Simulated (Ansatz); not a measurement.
Geometry optimisation, UKS PBE0-D4/def2-SVP in Ansatz 0.2.0.

Input file:

```yaml
crystal:
  periodic: [false, false, false]
  atoms:
    - { symbol: Ga, position_ang: [0.0, 0.0, 0.0] }
    - { symbol: Cl, position_ang: [0.0, 0.0, 2.49] }
    - { symbol: H, position_ang: [1.3596, 0.0, -0.785] }
    - { symbol: H, position_ang: [-1.3596, 0.0, -0.785] }
    - { symbol: O, position_ang: [0.0, 0.0, 4.38] }
    - { symbol: H, position_ang: [-0.5144, -0.8011, 4.7171] }
magnetization:
  spin_polarized: true
  initial_magnetization: 1
basis:
  gaussian: { orbitals: def2-SVP }
hamiltonian:
  xc: pbe0
  dispersion: d4
relax:
  f_tol: 0.15
  max_steps: 25
  restrain:
    - { distance: [1, 4], at: 2.79, k: 30.0 }
    - { distance: [0, 1], at: 2.24, k: 30.0 }
```

Run as:

```bash
$ ansatz run input.yaml --threads 2 --pin off --max-ram 3072MiB --backend cpu --events-out ev --progress --plain --runs-dir out
```

Problem. Where does it end, and by what steps?

Solution. It converged. The restraints hold the end off the free minimum. After 9 steps the energy has fallen by 1.437 eV (the restraints' own energy left out); O5 moved furthest, 0.54 Å. Parted: Cl2–O5 (1.89 → 2.79 Å).

```
step  energy less start (eV)  largest force component (eV/Å)  accepted
   0                  0.0000                           3.794       yes
   1                 -1.0378                           2.497       yes
   2                 -1.3886                           0.402       yes
   3                 -1.4049                           1.143       yes
   4                 -1.4231                           0.838       yes
   5                 -1.4312                           0.791       yes
   6                 -1.4354                           0.838       yes
   7                 -1.4022                           1.141        no
   8                 -1.4350                           0.823        no
   9                 -1.4374                           0.833       yes
```

```xyz
6
Properties=species:S:1:pos:R:3
Ga 0.023 -0.011 -0.064
Cl 0.299 0.095 2.134
H 1.358 0.042 -0.861
H -1.459 -0.126 -0.525
O -0.029 -0.136 4.899
H -0.705 -0.665 4.434
```

Time of the run: 55 s on 2 threads of Arm Neoverse V2, on a shared host, peak memory 0.24 GiB.
